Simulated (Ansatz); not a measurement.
CH₅AlSn (`[CH2]1[AlH][SnH2]1`). Charge 0, multiplicity 1. Sn takes the def2 core potential.

Z-matrix (Å, degrees):
```
C
Sn 1 2.260
Al 1 1.925 2 74.4
H 1 1.092 2 114.8 3 117.0
H 1 1.092 2 113.3 3 -116.3
H 2 1.709 1 110.7 3 120.4
H 2 1.709 1 111.0 3 -119.4
H 3 1.585 1 145.2 2 178.6
```

**Question.** List the harmonic frequencies (cm⁻¹, unscaled) at PBE0-D4/def2-TZVP in Ansatz. (Estimate.)

**Answer.** Computed: 68, 250, 296, 325, 344, 463, 539, 562, 701, 713, 744, 803, 1336, 1905, 1915, 1917, 3081, 3152.

**Question.** Is this a minimum?

**Answer.** Yes, all 18 modes are real.

**Question.** Give the ideal-gas thermochemistry at 298.15 K and 1 bar (rigid rotor, harmonic oscillator; point group Cs, symmetry number 1).

**Answer.** Zero-point energy 114.3 kJ/mol; H(298) − E = 133.4 kJ/mol; entropy 333.9 J/(mol·K), of which translation 172.4, rotation 108.0, vibration 53.5; G(298) − E = 33.9 kJ/mol. Modes under 100 cm⁻¹ are hindered rotations or soft bends, so the harmonic entropy is rough.
